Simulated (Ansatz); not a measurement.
Gas-phase electronic energies from Ansatz, PBE0-D4/def2-TZVP geometries. CBS: MP2 limit from def2 TZ/QZ plus the TZ coupled-cluster correction, frozen cores. This one scheme is used for every species. Functionals use def2-TZVPP. B3LYP here is the variant with VWN-RPA as its local correlation; programs differ in this. def2 core potentials past Kr. For I outer-core shells are correlated without core-valence functions, which leaves a few kJ/mol of doubt a bond. One conformer a species, not always the lowest.

Reaction (formal hydrolysis of a C–I bond): `F[SiH2]OCI` + H₂O → `OCO[SiH2]F` + HI

| level | ΔE (kcal/mol) | difference from CCSD(T)/CBS |
| --- | --- | --- |
| PBE-D4 | 3.2 | -0.8 |
| r2SCAN-D4 | 1.8 | -2.2 |
| PBE0-D4 | 1.9 | -2.1 |
| B3LYP-D4 | 2.4 | -1.6 |
| ωB97X-V | -0.4 | -4.4 |
| ωB97M-V | 0.5 | -3.5 |
| B2PLYP | 1.4 | -2.6 |
| PBE | 2.1 | -1.9 |
| r2SCAN | 1.6 | -2.4 |
| PBE0 | 0.9 | -3.1 |
| B3LYP | 0.5 | -3.5 |
| HF/def2-TZVPP | -3.7 | -7.7 |
| MP2/def2-TZVPP | 3.7 | -0.3 |
| SCS-MP2/def2-TZVPP | 2.1 | -1.9 |
| CCSD/def2-TZVPP | 0.2 | -3.8 |
| CCSD(T)/def2-TZVPP | 1.2 | -2.8 |
| HF/def2-QZVPP | -3.4 | -7.4 |
| MP2/def2-QZVPP | 5.4 | 1.4 |
| SCS-MP2/def2-QZVPP | 3.7 | -0.3 |
| HF/CBS(def2) | -3.4 | -7.4 |
| MP2/CBS(def2) | 6.5 | 2.5 |
| CCSD/CBS(def2) | 3.0 | -1.0 |
| CCSD(T)/CBS | 4.0 | 0 |

Largest T1 diagnostic among the species: 0.012.

The D4 term adds +1.8 kcal/mol with B3LYP and +1.0 kcal/mol with PBE0; it sums over pairs of atoms, weighted by their polarisabilities, and B3LYP, whose exchange is more repulsive, gets the larger term. From PBE to PBE0 (25 % exact exchange), in def2-TZVPP and without D4, ΔE moves by −1.2 kcal/mol. In def2-TZVPP, CCSD(T) changes the Hartree–Fock value by +4.9 kcal/mol (the triples alone add +1.1 kcal/mol) and MP2 by +7.4 kcal/mol.
